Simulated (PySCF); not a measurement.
Molecule: SMILES CS[SiH2]N([SiH3])[SiH3], CH11NSSi3.

Bonds (- single, = double, # triple, : aromatic): C1-S2, S2-Si3, Si3-N4, N4-Si5, N4-Si6. C1 carries H7, H8, H9; Si3 carries H10, H11; Si5 carries H12, H13, H14; Si6 carries H15, H16, H17.

Geometry PBE0-D3(BJ)/def2-SVP throughout; GIAO in PySCF 2.14, gas phase, one conformer, non-relativistic; equivalent atoms averaged; functional PBE0.

For orientation, 6-31G gives these absolute shieldings σ: C1 186.6, S2 715.0, Si3 423.3, Si5/Si6 459.8, N4 294.4, H10/H11 27.45, H12/H13/H14/H15/H16/H17 27.83, H7/H8/H9 30.61 ppm.

A run gave: C1 174.2, S2 642.3, Si3 357.9, Si5/Si6 389.1, N4 262.0, H10/H11 25.98, H12/H13/H14/H15/H16/H17 26.49, H7/H8/H9 29.40 ppm (absolute shieldings σ).

Q: Which basis set was used in that run?
A. 6-31G*
B. def2-SVP
C. 6-311+G(2d,p)
D. pcSseg-0
E. STO-3G

A: C. S2 tells them apart best: 6-311+G(2d,p) gives 642.3, STO-3G gives 851.6, pcSseg-0 gives 724.0, 6-31G* gives 687.9, def2-SVP gives 709.5 ppm.
